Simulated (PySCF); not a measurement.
## SnB: from constants to spectrum

UHF-CCSD(T) constants of SnB, ⁴Σ⁻ (quartet), unpaired electrons σ ↑, π ↑↑ (PySCF, scalar-relativistic core potentials, basis sets Sn cc-pVDZ-PP with ECP28, B cc-pVDZ; masses 119.9022 and 11.0093 u):

- ωe: 526.9 cm⁻¹
- ωexe: 3.27 cm⁻¹
- Be: 0.33846 cm⁻¹
- αe: 0.00286 cm⁻¹
- De to Sn + B: 2.24 eV

Problem. What force constant and bond length do these constants imply?

Solution. Reduced mass μred = 10.083 u; k = 5.8918×10⁻⁷·μred·ωe² (u, cm⁻¹, mdyn/Å) = 1.65 mdyn/Å; Re = √(16.8576/(μred·Be)) (u, cm⁻¹, Å) = 2.222 Å.

Problem. Estimate the centrifugal constant D from the Kratzer relation and find the Dunham coefficient a1.

Solution. D = 4Be³/ωe² = 5.59e-07 cm⁻¹; a1 = −1 − αeωe/(6Be²) = -3.19.

Correlated steps freeze 5 core orbitals. Correlated levels converge slowly with the basis: in double zeta they bind strong bonds too weakly, by up to about 1 eV, and carry superposition errors of some tenths. Spin–orbit coupling is left out, which matters for elements this heavy, above all for dissociation energies. The state is the lowest determinant that a PBE0 search found; another state may lie lower at other levels.
